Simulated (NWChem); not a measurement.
System: C2H2Br2; SMILES Br/C=C\Br

NWChem input:

```
start job
memory heap 200 mb stack 900 mb global 1100 mb
geometry units angstroms noautosym nocenter noautoz
  Br    -1.785379     0.000000     0.263603
  C     -0.664852     0.000000    -1.261570
  C      0.664852     0.000000    -1.261570
  Br     1.785379     0.000000     0.263603
  H     -1.215252     0.000000    -2.195718
  H      1.215252     0.000000    -2.195718
end
basis spherical
  Br library pcsseg-1
  C library pcsseg-1
  H library pcsseg-1
end
dft
  xc slater vwn_5
  iterations 150
end
property
  shielding 3 1 2 5
end
task dft property
```

NWChem printed, in part:

```
             Northwest Computational Chemistry Package (NWChem) 7.3.0
             --------------------------------------------------------

                             Geometry "geometry" -> ""
                             -------------------------

 Output coordinates in angstroms (scale by  1.889725989 to convert to a.u.)

  No.       Tag          Charge          X              Y              Z
 ---- ---------------- ---------- -------------- -------------- --------------
    1 Br                  35.0000    -1.78537900     0.00000000     0.26360300
    2 C                    6.0000    -0.66485200     0.00000000    -1.26157000
    3 C                    6.0000     0.66485200     0.00000000    -1.26157000
    4 Br                  35.0000     1.78537900     0.00000000     0.26360300
    5 H                    1.0000    -1.21525200     0.00000000    -2.19571800
    6 H                    1.0000     1.21525200     0.00000000    -2.19571800

 Effective nuclear repulsion energy (a.u.)     423.6328879700

                              NWChem Property Module
                              ----------------------

  itol2e modified to match energy
  convergence criterion.

                                 NWChem DFT Module
                                 -----------------

 Summary of "ao basis" -> "ao basis" (spherical)
 ------------------------------------------------------------------------------
       Tag                 Description            Shells   Functions and Types
 ---------------- ------------------------------  ------  ---------------------
 Br                         pcsseg-1                15       41   5s7p3d
 C                          pcsseg-1                 7       17   3s3p1d
 H                          pcsseg-1                 3        5   2s1p

  itol2e modified to match energy
  convergence criterion.

            General Information
            -------------------
          SCF calculation type: DFT
          Wavefunction type:  closed shell.
          No. of atoms     :     6
          No. of electrons :    84
           Alpha electrons :    42
            Beta electrons :    42
          Charge           :     0
          Spin multiplicity:     1
          Use of symmetry is: off; symmetry adaption is: off
          Maximum number of iterations: 150
          AO basis - number of functions:   126
                     number of shells:    50
          Convergence on energy requested:  1.00D-07
          Convergence on density requested:  1.00D-05
          Convergence on gradient requested:  5.00D-04

              XC Information
              --------------
                        Slater Exchange Functional  1.000 local
                      VWN V Correlation Functional  1.000 local

             Grid Information
             ----------------
          Grid used for XC integration:  fine
          Radial quadrature: Mura-Knowles
          Angular quadrature: Lebedev.
          Tag              B.-S. Rad. Rad. Pts. Rad. Cut. Ang. Pts.
          ---              ---------- --------- --------- ---------
          Br                  1.15      140          11.0       974
          C                   0.70       70           9.0       590
          H                   0.35       60          11.0       590
          Grid pruning is: on
          Number of quadrature shells:   540
          Spatial weights used:  Erf1

      Superposition of Atomic Density Guess
      -------------------------------------

 Sum of atomic energies:       -5220.50946360

      Non-variational initial energy
      ------------------------------

 Total energy =   -5221.993186
 1-e energy   =   -8111.837288
 2-e energy   =    2466.211214
 HOMO         =      -0.269803
 LUMO         =       0.016415

   convergence    iter        energy       DeltaE   RMS-Dens  Diis-err
 ---------------- ----- ----------------- --------- --------- ---------
 d= 0,ls=0.0,diis     1  -5217.2747062217 -5.64D+03  1.13D-02  7.27D+00
 d= 0,ls=0.0,diis     2  -5217.1680857540  1.07D-01  1.70D-02  1.75D+00
 d= 0,ls=0.0,diis     3  -5216.9397016445  2.28D-01  1.11D-02  3.02D+00
 d= 0,ls=0.0,diis     4  -5217.3715181170 -4.32D-01  1.08D-03  1.84D-02
 d= 0,ls=0.0,diis     5  -5217.3738813616 -2.36D-03  2.91D-04  1.46D-03
  Resetting Diis
 d= 0,ls=0.0,diis     6  -5217.3740510638 -1.70D-04  4.75D-05  3.85D-05
 d= 0,ls=0.0,diis     7  -5217.3740563063 -5.24D-06  3.42D-05  2.19D-06
 d= 0,ls=0.0,diis     8  -5217.3740552410  1.07D-06  2.24D-05  8.86D-06
 d= 0,ls=0.0,diis     9  -5217.3740566090 -1.37D-06  2.73D-06  3.60D-07
 d= 0,ls=0.0,diis    10  -5217.3740566353 -2.62D-08  3.82D-07  9.13D-10

         Total DFT energy =    -5217.374056635272
      One electron energy =    -8112.301964035669
           Coulomb energy =     2657.651532052051
    Exchange-Corr. energy =     -186.356512621631
 Nuclear repulsion energy =      423.632887969978

 Numeric. integr. density =       84.000000720128

                       DFT Final Molecular Orbital Analysis
                       ------------------------------------

 Vector   40  Occ=2.000000D+00  E=-2.771597D-01
              MO Center= -1.1D-05,  7.0D-10,  1.2D-01, r^2= 4.6D+00
   Bfn.  Coefficient  Atom+Function         Bfn.  Coefficient  Atom+Function
  ----- ------------  ---------------      ----- ------------  ---------------
    24      0.349648  1 Br px                99     -0.349646  4 Br px
    21      0.293859  1 Br px                96     -0.293857  4 Br px
    26      0.220203  1 Br pz               101      0.220202  4 Br pz
    23      0.208269  1 Br pz                98      0.208267  4 Br pz
    15     -0.115683  1 Br px                90      0.115682  4 Br px

 Vector   41  Occ=2.000000D+00  E=-2.605884D-01
              MO Center=  1.1D-05,  6.4D-10,  1.7D-01, r^2= 4.8D+00
   Bfn.  Coefficient  Atom+Function         Bfn.  Coefficient  Atom+Function
  ----- ------------  ---------------      ----- ------------  ---------------
    24      0.320442  1 Br px                99      0.320444  4 Br px
    21      0.295838  1 Br px                96      0.295840  4 Br px
    26      0.278140  1 Br pz               101     -0.278141  4 Br pz
    23      0.262341  1 Br pz                98     -0.262342  4 Br pz
    44      0.192752  2 C  s                 61     -0.192751  3 C  s

[...]

          -----------------------------------------
          Chemical Shielding Tensors (GIAO, in ppm)
          -----------------------------------------

                                NWChem CPHF Module
                                ------------------

  scftype          =     RHF
  nclosed          =       42
  nopen            =        0
  variables        =     3528
  # of vectors     =        3
  tolerance        = 0.10D-03
  level shift      = 0.00D+00
  max iterations   =       50
  max subspace     =       30

 SCF residual:    1.3838031744187239E-005

Iterative solution of linear equations
  No. of variables     3528
  No. of equations        3
  Maximum subspace       30
        Iterations       50
       Convergence  1.0D-04

   iter   nsub   residual    time
   ----  ------  --------  ---------
     1      3    1.11D-05      56.7

      Atom:    1  Br
        Diamagnetic
   3122.2396      0.0000     -7.2009
      0.0000   3114.5387     -0.0000
     -7.2009     -0.0000   3123.8448

        Paramagnetic
  -1482.9355     -0.0000   -617.8929
     -0.0000  -1234.4189     -0.0000
   -617.8929     -0.0000   -915.9389

        Total Shielding Tensor
   1639.3042     -0.0000   -625.0938
     -0.0000   1880.1198     -0.0000
   -625.0938     -0.0000   2207.9060

           isotropic =    1909.1100
          anisotropy =    1051.8062

          Principal Components and Axis System
                 1           2           3
             2610.3141   1880.1198   1236.8960

      1        -0.5413     -0.0000      0.8408
      2        -0.0000      1.0000      0.0000
      3         0.8408     -0.0000      0.5413

      Atom:    2  C
        Diamagnetic
    268.5411     -0.0000     -8.9510
     -0.0000    234.3085     -0.0000
     -8.9510     -0.0000    260.1885

        Paramagnetic
   -200.3381      0.0000      4.7505
      0.0000   -122.3744      0.0000
      4.7505      0.0000   -318.9467

        Total Shielding Tensor
     68.2030     -0.0000     -4.2006
     -0.0000    111.9340     -0.0000
     -4.2006     -0.0000    -58.7582

           isotropic =      40.4596
          anisotropy =     107.2117

          Principal Components and Axis System
                 1           2           3
              111.9340     68.3418    -58.8971

      1        -0.0000      0.9995      0.0330
      2         1.0000      0.0000      0.0000
      3        -0.0000     -0.0330      0.9995

      Atom:    3  H
        Diamagnetic
     28.7611     -0.0000      6.1398
     -0.0000     18.7903     -0.0000
      6.1398     -0.0000     39.8536

        Paramagnetic
     -2.9550      0.0000     -6.6383
      0.0000      0.4661      0.0000
     -6.6383      0.0000    -11.7807

        Total Shielding Tensor
     25.8061      0.0000     -0.4985
      0.0000     19.2564     -0.0000
     -0.4985     -0.0000     28.0729

           isotropic =      24.3784
          anisotropy =       5.6989

          Principal Components and Axis System
                 1           2           3
               28.1777     25.7013     19.2564

      1        -0.2057      0.9786     -0.0000
      2        -0.0000      0.0000      1.0000
      3         0.9786      0.2057      0.0000
```

Level: LDA (Slater exchange, VWN5)/pcSseg-1, GIAO. Structure relaxed at the B3LYP/6-31G* (spherical d) level. The output numbers the shielded atoms by their place in the input's list. The printed shielding anisotropy is the first printed principal value minus the mean of the other two.
